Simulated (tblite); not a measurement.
Species: C4H6F3NO.
SMILES with atom numbers: `[H]/[N:1]=[C:2](\[CH2:3][F:4])[CH2:5][O:6][CH:7]([F:8])[F:9]` (hydrogens: H10 on N1; H11, H12 on C3; H13, H14 on C5; H15 on C7)

Computed with GFN2-xTB (tblite), gas phase: L-BFGS steps from a force-field or distance-geometry start until the largest atomic force falls under 0.01 eV/Å.

Step 136: E = -892.0875 eV
```
atom  x, y, z in Å  |  force x, y, z in eV/Å
N1      0.7701   -0.7347    1.7688   -0.023   0.012   0.111
C2      0.7081   -0.5051    0.5402    0.002   0.002  -0.079
C3      1.6664    0.3300   -0.2750    0.023   0.005  -0.025
F4      2.5831    0.9419    0.5391   -0.001  -0.031  -0.013
C5     -0.4255   -1.1228   -0.2475   -0.003  -0.011   0.005
O6     -1.1127   -0.1809   -1.0627   -0.018   0.033   0.022
C7     -1.7998    0.7774   -0.4040   -0.053   0.041  -0.014
F8     -1.2641    1.9998   -0.6534   -0.026  -0.062   0.003
F9     -3.0637    0.8362   -0.8685    0.070   0.030   0.013
H10     1.5592   -0.3110    2.2535    0.006   0.005  -0.001
H11     2.2193   -0.3118   -0.9710    0.016   0.027  -0.017
H12     1.1420    1.1125   -0.8329    0.005   0.004   0.021
H13    -1.1145   -1.6124    0.4478    0.000  -0.026   0.027
H14    -0.0356   -1.8619   -0.9503    0.013  -0.010  -0.022
H15    -1.8368    0.6506    0.6939   -0.012  -0.021  -0.031
```

Step 137: E = -892.0893 eV
```
atom  x, y, z in Å  |  force x, y, z in eV/Å
N1      0.7568   -0.7047    1.7652   -0.039   0.025   0.091
C2      0.7064   -0.5001    0.5313    0.017  -0.004  -0.067
C3      1.6742    0.3179   -0.2879    0.043   0.017  -0.028
F4      2.5693    0.9502    0.5348    0.023   0.001  -0.045
C5     -0.4235   -1.1231   -0.2556    0.004  -0.019   0.016
O6     -1.1203   -0.1783   -1.0598   -0.017   0.022   0.056
C7     -1.8057    0.7718   -0.3870   -0.041   0.040  -0.005
F8     -1.2417    1.9935   -0.5781   -0.043  -0.085  -0.009
F9     -3.0531    0.8659   -0.8864    0.071   0.050   0.030
H10     1.5402   -0.2686    2.2493   -0.002  -0.012  -0.013
H11     2.2473   -0.3364   -0.9572   -0.011   0.044   0.003
H12     1.1552    1.0844   -0.8747    0.035  -0.013   0.047
H13    -1.1024   -1.6200    0.4439   -0.035  -0.031   0.013
H14    -0.0335   -1.8549   -0.9656    0.015  -0.011  -0.025
H15    -1.8736    0.6102    0.7059   -0.020  -0.023  -0.065
```

Step 138: E = -892.0899 eV
```
atom  x, y, z in Å  |  force x, y, z in eV/Å
N1      0.7356   -0.6760    1.7648   -0.045   0.039  -0.027
C2      0.6992   -0.4980    0.5246    0.036  -0.024   0.028
C3      1.6718    0.3128   -0.2954    0.012  -0.029   0.055
F4      2.5637    0.9357    0.5326    0.123   0.094   0.017
C5     -0.4221   -1.1317   -0.2652    0.017  -0.033   0.035
O6     -1.1264   -0.1861   -1.0626   -0.015  -0.015   0.066
C7     -1.7976    0.7660   -0.3769    0.009  -0.041  -0.042
F8     -1.2164    1.9777   -0.5465    0.051   0.080  -0.051
F9     -3.0386    0.8880   -0.8733   -0.077   0.039  -0.038
H10     1.5112   -0.2244    2.2492   -0.022  -0.033  -0.038
H11     2.2466   -0.3362   -0.9630    0.010  -0.036  -0.061
H12     1.1564    1.0812   -0.8768   -0.009   0.060  -0.017
H13    -1.0930   -1.6348    0.4379   -0.064  -0.036  -0.014
H14    -0.0288   -1.8573   -0.9800    0.014   0.004  -0.005
H15    -1.8660    0.5908    0.7088   -0.039  -0.069   0.093
```

Step 139: E = -892.0915 eV
```
atom  x, y, z in Å  |  force x, y, z in eV/Å
N1      0.7201   -0.6447    1.7632   -0.046   0.049  -0.104
C2      0.6966   -0.4903    0.5185    0.051  -0.029   0.072
C3      1.6793    0.3030   -0.3076    0.027  -0.012   0.027
F4      2.5548    0.9517    0.5201    0.095   0.074  -0.028
C5     -0.4194   -1.1327   -0.2728    0.018  -0.021   0.050
O6     -1.1344   -0.1864   -1.0602   -0.043   0.049   0.102
C7     -1.8019    0.7581   -0.3597   -0.026   0.057  -0.044
F8     -1.1860    1.9684   -0.4696   -0.089  -0.145  -0.025
F9     -3.0281    0.9225   -0.8900    0.114   0.054   0.049
H10     1.4909   -0.1841    2.2475   -0.035  -0.039  -0.052
H11     2.2695   -0.3647   -0.9475   -0.034   0.027  -0.015
H12     1.1681    1.0549   -0.9190    0.045  -0.007   0.033
H13    -1.0866   -1.6426    0.4288   -0.055  -0.050  -0.010
H14    -0.0229   -1.8496   -0.9947    0.015   0.005   0.004
H15    -1.9044    0.5444    0.7211   -0.036  -0.010  -0.060
```

**Question.** Estimate the geometry and energy of step 140. (The exact step hangs on the optimiser's Hessian estimate; all steps are aligned on step 139, rigid shifts and turns removed.)

**Answer.** E = -892.0927 eV, largest force 0.139 eV/Å
```
atom  x, y, z in Å  |  force x, y, z in eV/Å
N1      0.7180   -0.6483    1.7667   -0.035   0.026  -0.062
C2      0.6993   -0.4901    0.5233    0.034  -0.015   0.007
C3      1.6872    0.3004   -0.3025    0.011   0.018  -0.027
F4      2.5718    0.9479    0.5194    0.024   0.006  -0.052
C5     -0.4179   -1.1280   -0.2722    0.008   0.007   0.026
O6     -1.1295   -0.1780   -1.0582   -0.033   0.010   0.041
C7     -1.8067    0.7620   -0.3622   -0.007  -0.007   0.044
F8     -1.2164    1.9765   -0.5011   -0.008  -0.011  -0.009
F9     -3.0420    0.8992   -0.8715   -0.014   0.039  -0.037
H10     1.4921   -0.1979    2.2533   -0.016  -0.010  -0.024
H11     2.2700   -0.3729   -0.9468   -0.056   0.077   0.028
H12     1.1767    1.0573   -0.9139    0.082  -0.076   0.082
H13    -1.0936   -1.6416    0.4191   -0.006  -0.042   0.012
H14    -0.0183   -1.8395   -0.9978    0.010  -0.005   0.010
H15    -1.8951    0.5611    0.7223    0.004  -0.017  -0.039
```

The energy changes by -0.0011 eV. The first-order estimate −F·Δx gives -0.0034 eV and the mean of the old and new forces, exact on a quadratic surface, -0.0012 eV. The step makes an angle of 82° with the force vector and moves no atom by more than 0.044 Å.

The cost below is that of the whole relaxation. Hardware: Arm Neoverse V2, one thread, no GPU, on a shared host. Cost: 0.83 s.
